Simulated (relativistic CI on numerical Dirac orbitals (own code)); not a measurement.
Ligand-field terms of d5

Computed with a parametric ligand-field model of a d^n configuration (Racah B and C, spin-orbit zeta, crystal field), exact diagonalisation.

Field parameters in Wybourne normalisation: Oh B⁴₀ = 21Dq, B⁴₄ = √(5/14) B⁴₀; Td as Oh with Dq negative (B⁴₀ = 21Dq, B⁴₄ = √(5/14) B⁴₀). The field is a parameter set, without covalency.

(1) Ground term and bands for B = 840, C = 4210, ζ = 0 cm⁻¹, Oh, 10Dq = 7700 cm⁻¹?

(2) A d5 ion in Oh symmetry has the ground term 2T2 and bands at 4T1 21413 cm⁻¹ (467 nm), 4T2 27528 cm⁻¹ (363 nm), 6A1 30576 cm⁻¹ (327 nm), 2A2 33793 cm⁻¹ (296 nm), 2T1 34074 cm⁻¹ (293 nm), 2T2 36316 cm⁻¹ (275 nm), 2E 38215 cm⁻¹ (262 nm). Which parameters reproduce them?

(3) A d5 ion in Oh symmetry has the ground term 2T2 and bands at 4T1 13464 cm⁻¹ (743 nm), 4T2 16898 cm⁻¹ (592 nm), 2A2 19366 cm⁻¹ (516 nm), 2T1 19533 cm⁻¹ (512 nm), 2T2 20778 cm⁻¹ (481 nm), 6A1 20840 cm⁻¹ (480 nm), 2E 21709 cm⁻¹ (461 nm). Which parameters reproduce them?

(4) A d5 ion in Oh symmetry has the ground term 2T2 and bands at 4T1 22489 cm⁻¹ (445 nm), 4T2 27879 cm⁻¹ (359 nm), 6A1 33788 cm⁻¹ (296 nm), 2A2 34067 cm⁻¹ (294 nm), 2T1 34307 cm⁻¹ (291 nm), 2T2 36340 cm⁻¹ (275 nm), 2E 38075 cm⁻¹ (263 nm). Which parameters reproduce them?

(5) Ground term and bands for B = 1000, C = 4830, ζ = 0 cm⁻¹, Td, 10Dq = -9200 cm⁻¹?

Results:

(1) Ground term 6A1 with 2.00 electrons in the two orbitals of the cubic e set. Spin-allowed: none. Lowest spin-forbidden: 4T1 24551 cm⁻¹ (407 nm), 4T2 27823 cm⁻¹ (359 nm), 4A1+E 29450 cm⁻¹ (340 nm). A high-spin d5 ion has no spin-allowed d-d band, hence its pale colour.

(2) B = 810, C = 3570, ζ = 0 cm⁻¹, Oh, 10Dq = 38300 cm⁻¹.

(3) B = 450, C = 1660, ζ = 0 cm⁻¹, Oh, 10Dq = 21650 cm⁻¹.

(4) B = 710, C = 3370, ζ = 0 cm⁻¹, Oh, 10Dq = 38300 cm⁻¹.

(5) Ground term 6A1 with 2.00 electrons in the two orbitals of the cubic e set. Spin-allowed: none. Lowest spin-forbidden: 4T1 28177 cm⁻¹ (355 nm), 4T2 32164 cm⁻¹ (311 nm), 4A1+E 34150 cm⁻¹ (293 nm). A high-spin d5 ion has no spin-allowed d-d band, hence its pale colour.
